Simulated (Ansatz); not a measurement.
Harmonic frequencies (cm⁻¹) at PBE0-D4/def2-TZVP from Ansatz: 120, 236, 253, 314, 348, 459, 465, 623, 685, 690, 812, 964, 995, 1106, 1177, 1897, 3531, 3916.

Each molecule was computed in one conformer, which needn't be the lowest.

Which molecule is it?
A. `CC(=N)S`
B. `[CH3][Ge]([F])([F])[AlH2]`
C. `C=C1CS1`
D. `O=C1N[Si]1(O)F`

D.
